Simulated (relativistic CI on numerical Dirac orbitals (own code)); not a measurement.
## Slater and spin-orbit integrals, Bi LXVIII

These numbers are calculated, not measured: Dirac-Coulomb-Breit CI, KLI orbitals optimised for each configuration, a model potential for QED, unscaled Slater integrals (own radial code, finite nucleus).

Slater integrals F^k, G^k are unscaled and averaged over j, outside the closed core [Ne]; ζ comes from projecting the Hamiltonian with its Breit term on Σ l·s of the shell.

- 3s2 3p4: F^2(3p,3p) = 613020, ζ(3p) = 3.3142e+06 cm⁻¹; <r>(3p) = 0.1581, <r^2>(3p) = 0.02903 (bohr units).
- 3s2 3p3 3d: F^2(3p,3p) = 612720, ζ(3p) = 3.3126e+06, F^2(3p,3d) = 620840, G^1(3p,3d) = 643770, G^3(3p,3d) = 434540, ζ(3d) = 438410 cm⁻¹; <r>(3p) = 0.1581, <r^2>(3p) = 0.02906, <r>(3d) = 0.1411, <r^2>(3d) = 0.02296 (bohr units).
- 3s 3p5: G^1(3s,3p) = 785410, ζ(3p) = 3.3142e+06 cm⁻¹; <r>(3s) = 0.1596, <r^2>(3s) = 0.02919, <r>(3p) = 0.1581, <r^2>(3p) = 0.02905 (bohr units).

Averages of the first 10 configurations, taken without configuration mixing, which lowers the lowest level and can move excited configurations by several eV; other configurations of the list can lie among them:

```json
{"Configuration": "3s2 3p4", "Parity": "even", "States": "15", "Average energy above the lowest level (eV)": "421.3"}
{"Configuration": "3s2 3p3 3d", "Parity": "odd", "States": "200", "Average energy above the lowest level (eV)": "989.5"}
{"Configuration": "3s 3p5", "Parity": "odd", "States": "12", "Average energy above the lowest level (eV)": "1075.9"}
{"Configuration": "3p6", "Parity": "even", "States": "1", "Average energy above the lowest level (eV)": "1757.6"}
{"Configuration": "3s 3p4 3d", "Parity": "even", "States": "300", "Average energy above the lowest level (eV)": "1632.3"}
{"Configuration": "3s 3p3 3d2", "Parity": "odd", "States": "1800", "Average energy above the lowest level (eV)": "2199.2"}
{"Configuration": "3p5 3d", "Parity": "odd", "States": "60", "Average energy above the lowest level (eV)": "2302.3"}
{"Configuration": "3s2 3p2 3d 4p", "Parity": "odd", "States": "900", "Average energy above the lowest level (eV)": "4699.6"}
{"Configuration": "3s2 3p3 4s", "Parity": "odd", "States": "40", "Average energy above the lowest level (eV)": "3874.5"}
{"Configuration": "3s 3p3 3d 4s", "Parity": "odd", "States": "800", "Average energy above the lowest level (eV)": "5074.6"}
```
